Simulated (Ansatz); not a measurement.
`BN[SiH](O)F` + `FCSC[SiH3]` → `BCSCF` + `O[SiH](F)N[SiH3]`  (redistribution)

Calculated with Ansatz (gas phase, PBE0-D4/def2-TZVP geometries, no zero-point term in ΔE). CBS: MP2 limit from def2 TZ/QZ plus the TZ coupled-cluster correction, frozen cores. Functionals use def2-TZVPP. Each species was taken in one conformer, which may not be the lowest.

`BN[SiH](O)F`:

```xyz
10

B    -1.335   -0.832   -1.023
N    -0.245   -0.763   -0.143
Si    0.592    0.676    0.279
O     1.083    0.476    1.819
F     1.887    0.889   -0.629
H    -1.744    0.182   -1.512
H    -1.837   -1.890   -1.269
H     0.086   -1.625    0.267
H    -0.269    1.848    0.054
H     1.781    1.040    2.157
```

`FCSC[SiH3]`:

Z-matrix (Å, degrees):
```
C
S 1 1.778
F 1 1.381 2 112.7
H 1 1.092 2 106.6 3 119.1
H 1 1.092 2 111.1 3 -120.7
C 2 1.813 1 100.3 3 71.8
Si 6 1.881 2 111.9 1 79.6
H 6 1.093 2 105.7 1 -161.3
H 6 1.092 2 109.2 1 -46.9
H 7 1.484 6 109.0 2 63.5
H 7 1.489 6 110.7 2 -176.1
H 7 1.487 6 110.2 2 -56.1
```

`BCSCF`:

Cartesian coordinates in Å:
```
B -0.116 2.147 -0.466
C 0.055 0.606 -0.446
S -0.679 -0.222 0.972
C -0.111 -1.886 0.705
F 1.245 -2.033 0.923
H -0.486 2.760 0.491
H 0.179 2.736 -1.465
H -0.274 0.150 -1.387
H 1.150 0.470 -0.419
H -0.313 -2.204 -0.321
H -0.648 -2.523 1.411
```

`O[SiH](F)N[SiH3]`:

```xyz
11

O    -0.146   -1.740    1.887
Si    0.156   -0.239    1.334
F     1.705   -0.034    1.004
N    -0.620    0.098   -0.147
Si    0.055    0.800   -1.584
H    -0.040   -2.476    1.282
H    -0.196    0.650    2.452
H    -1.612   -0.087   -0.186
H     0.938   -0.148   -2.313
H    -1.086    1.162   -2.465
H     0.845    2.015   -1.264
```

Question: Is it downhill or uphill in electronic energy at CCSD(T)/CBS, and by how much? (Estimate.)

Answer: The calculation gave: Uphill: ΔE = +17.3 kcal/mol.

Question: What do these levels give: PBE0-D4, ωB97M-V, B2PLYP, PBE, CCSD/def2-TZVPP, CCSD(T)/def2-TZVPP? (Estimate.)

Answer: Computed: PBE0-D4 18.3, ωB97M-V 17.4, B2PLYP 17.4, PBE 19.1, CCSD/def2-TZVPP 16.8, CCSD(T)/def2-TZVPP 17.7 kcal/mol.

Largest T1 diagnostic among the species: 0.012.

In def2-TZVPP, CCSD(T) changes the Hartree–Fock value by +4.1 kcal/mol (the triples alone add +0.8 kcal/mol) and MP2 by +3.9 kcal/mol. From PBE to PBE0 (25 % exact exchange), in def2-TZVPP and without D4, ΔE moves by −1.1 kcal/mol.
